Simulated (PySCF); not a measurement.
Zn(Cl)(Et) (C2H5ClZn), SMILES [Zn]([Cl])[CH2]C. Atoms are numbered in the order given.

```xyz
9

Zn     0.1779    -0.0976     0.0000
Cl    -0.2372    -2.1853     0.0000
C      0.5611     1.8090     0.0000
C     -0.6752     2.7165     0.0000
H      1.2001     2.0120    -0.8867
H      1.2001     2.0120     0.8867
H     -1.3156     2.5550     0.8916
H     -1.3156     2.5550    -0.8916
H     -0.3908     3.7914     0.0000
```

Geometry optimised at PBE-D3(BJ)/def2-SVP. The structure was generated by enumeration; whether it is a known compound was not checked. The values are those of a single conformer.

Calculation: B3LYP/pcSseg-1 run with PySCF.

GIAO shieldings, no solvent; atoms alike by connectivity are averaged. δ = σ(ref) − σ: ³⁵Cl against HCl (σ = 933.3 ppm); ¹³C against TMS (σ = 181.3 ppm); ¹H against TMS (σ = 31.68 ppm), references at their B3LYP-D3(BJ)/def2-TZVP geometries, non-relativistic (without spin–orbit terms, shifts of atoms bonded to Cl or Br come out too high).

```json
[
 {"nucleus": "³⁵Cl", "atoms": "Cl2", "count": "1", "δ (ppm)": "-53.2"},
 {"nucleus": "¹³C", "atoms": "C4", "count": "1", "δ (ppm)": "17.6"},
 {"nucleus": "¹³C", "atoms": "C3", "count": "1", "δ (ppm)": "9.6"},
 {"nucleus": "¹H", "atoms": "H7, H8, H9", "count": "3", "δ (ppm)": "1.94"},
 {"nucleus": "¹H", "atoms": "H5, H6", "count": "2", "δ (ppm)": "1.48"}
]
```
